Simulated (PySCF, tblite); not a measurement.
Species: C4H13ClOSi2.
Cartesian coordinates in Å at the GFN2-xTB level; atoms count from 1:
```xyz
21
C4H13ClOSi2 angstrom
C     -2.3905    0.8701    0.9717
Si    -1.1455   -0.5143    1.3158
C      0.1854   -0.5037   -0.0801
C     -0.4046   -0.6440   -1.4776
C      1.2650   -1.5546    0.1350
O      0.7451    0.8015    0.0641
Si     1.9876    1.5736   -0.5953
Cl     1.8040    3.4052    0.2023
H     -2.9989    0.6569    0.0970
H     -1.8802    1.8142    0.8019
H     -3.0633    1.0038    1.8129
H     -0.4377   -0.2881    2.5781
H     -1.7984   -1.8315    1.3241
H     -1.0869    0.1773   -1.6805
H     -0.9473   -1.5820   -1.5608
H      0.3864   -0.6263   -2.2274
H      2.0232   -1.4873   -0.6455
H      0.8245   -2.5477    0.1143
H      1.7481   -1.4066    1.0975
H      1.8980    1.6866   -2.0498
H      3.2771    1.0140   -0.1983
```

Method: PBE0/pcSseg-1 in PySCF (dipole) on a GFN2-xTB geometry, gas phase.

Take the most abundant isotopes and a rigid rotor. The values belong to one conformer with, in the numbering `[CH3:1][SiH2:2][C:3]([CH3:4])([CH3:5])[O:6][SiH2:7][Cl:8]`, C1–Si2–C3–C4 -57°, Si2–C3–O6–Si7 173°, C3–O6–Si7–Cl8 176°.

(1) Give the principal moments of inertia and the rotational constants in cm⁻¹.

(2) What kind of rotor is it?

(3) Is it planar, by Δ = Ic − Ia − Ib?

(4) Which lines would a microwave search look for?

Results:

(1) Ia = 307.79, Ib = 715.96, Ic = 874.83 u·Å²; 505379 MHz·u·Å²/I gives 1642, 705.9 and 577.7 MHz, that is A = 0.05477, B = 0.02355, C = 0.01927 cm⁻¹.

(2) An asymmetric top; Ray's κ = -0.759.

(3) Not planar: Δ = Ic − Ia − Ib = -148.92 u·Å². For a rigid frame Δ = −2 Σ m c², so Σ m c² = 74.46 u·Å² lies off the ab plane: 25.03 from hydrogen and 49.44 from heavier atoms. The atom farthest from that plane is 2.15 Å away.

(4) The dipole components are |μa| = 1.87 D, |μb| = 1.68 D, |μc| = 0.70 D. The squared components, which scale the intensities, stand as 1.00 : 0.80 : 0.14 (a : b : c). Some lines, for components of 0.1 D or more:

```tsv
type	branch	J(Ka,Kc)	MHz	lower level (cm⁻¹)
b	Q	1(1,0) ← 1(0,1)	1064	0.043
a	R	1(0,1) ← 0(0,0)	1284	0.000
b	Q	3(1,2) ← 3(0,3)	1437	0.255
c	R	1(1,0) ← 0(0,0)	2348	0.000
c	Q	3(2,2) ← 3(1,2)	2624	0.303
b	Q	3(2,1) ← 3(1,2)	2685	0.303
b	Q	2(2,0) ← 2(1,1)	2821	0.168
b	Q	2(2,1) ← 2(1,2)	3193	0.155
b	Q	3(2,2) ← 3(1,3)	3392	0.277
a	R	3(1,3) ← 2(1,2)	3651	0.155
c	R	2(1,1) ← 1(0,1)	3760	0.043
a	R	3(0,3) ← 2(0,2)	3802	0.128
a	R	3(1,2) ← 2(1,1)	4035	0.168
b	R	2(2,1) ← 1(1,0)	5504	0.078
b	R	2(2,0) ← 1(1,1)	5644	0.074
c	R	3(2,2) ← 2(1,2)	7043	0.155
c	R	3(3,1) ← 2(2,1)	8859	0.262
b	R	3(3,0) ← 2(2,1)	8860	0.262
```

Its GFN2-xTB frequencies are all real (lowest 25 cm⁻¹). These are rigid-rotor constants of the computed structure; measured ground-state constants (B0) also hold zero-point vibration. A rigid rotor knows nothing of internal rotation, which can split or shift real lines. Quadrupole hyperfine structure (35Cl) is left out.
